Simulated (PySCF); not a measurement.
A PySCF script (with the pyscf-properties extension) for the NMR shieldings of SMILES C=C(/C=C\F)CB(C)C, C7H12BF, on a GFN2-xTB geometry:

```python
import basis_set_exchange as bse
import numpy as np
from pyscf import gto, dft
from pyscf.prop import nmr

atoms = """
C    -1.399363   -2.202432   -0.062377
C    -1.204683   -0.885374   -0.154609
C    -2.024274    0.005256    0.654443
C    -1.946947    1.324303    0.788121
F    -1.051786    2.113370    0.167795
C    -0.155019   -0.293746   -1.044493
B     1.147129    0.249959   -0.308671
C     2.088036    1.246314   -1.082452
C     1.519524   -0.248278    1.138758
H    -0.814811   -2.900964   -0.635850
H    -2.139993   -2.626705    0.594806
H    -2.801879   -0.473795    1.233417
H    -2.602894    1.907527    1.419170
H     0.178511   -1.063301   -1.747395
H    -0.600920    0.494887   -1.654046
H     3.129000    1.193168   -0.771851
H     2.047814    1.138932   -2.164194
H     1.751348    2.260204   -0.861710
H     2.243408    0.385337    1.645904
H     0.656615   -0.370148    1.790299
H     1.972263   -1.237574    1.054463
"""
names = dict.fromkeys(["C", "F", "B", "H"], "pcSseg-1")
basis = {el: gto.basis.parse(bse.get_basis(n, elements=[el], fmt="nwchem")) for el, n in names.items()}
mol = gto.M(atom=atoms, basis=basis, charge=0, verbose=0)
mf = dft.RKS(mol, xc="PBE0")
mf.grids.level = 2
mf.grids.alignment = dft.numint.BLKSIZE   # the property module wants whole blocks of grid points
mf.conv_tol = 1e-9
mf.kernel()

calc = nmr.RKS(mf)   # GIAO
C = mf.mo_coeff
Co = C[:, mf.mo_occ > 0]
resp = mf.gen_response(singlet=True, hermi=2)
def vind(x):   # induced exchange potential for any number of trial vectors
    d = np.einsum("pi,xij,qj->xpq", C, 2 * x.reshape(-1, C.shape[1], Co.shape[1]), Co, optimize=True)
    return np.einsum("xpq,pi,qj->xij", resp(d - d.transpose(0, 2, 1)), C, Co, optimize=True).ravel()
mo1, _ = nmr.rhf.solve_mo1(calc, with_cphf=vind)
sigma = calc.kernel(mo1)
for i, s in enumerate(sigma):   # ppm
    print("%2d %-2s %9.2f" % (i, mol.atom_pure_symbol(i), np.trace(s) / 3))
```

Question: What are the results?

Answer: 
```
 0 C      65.70
 1 C      34.01
 2 C      65.50
 3 C      30.49
 4 F     296.92
 5 C     143.69
 6 B      11.97
 7 C     171.24
 8 C     173.37
 9 H      26.80
10 H      26.51
11 H      26.21
12 H      25.14
13 H      29.74
14 H      28.60
15 H      30.67
16 H      30.76
17 H      30.92
18 H      30.75
19 H      30.49
20 H      31.29
```

These numbers come from an equivalent density-fitted implementation of the same equations, which agrees with the script to about 0.01 ppm for H and up to a few tenths of a ppm for heavy atoms, so last digits may differ.

Size and cost of the density-fitted run: 213 basis functions, 76 s wall time on 1 thread of an Arm Neoverse N1, shared host; peak memory 0.95 GiB.
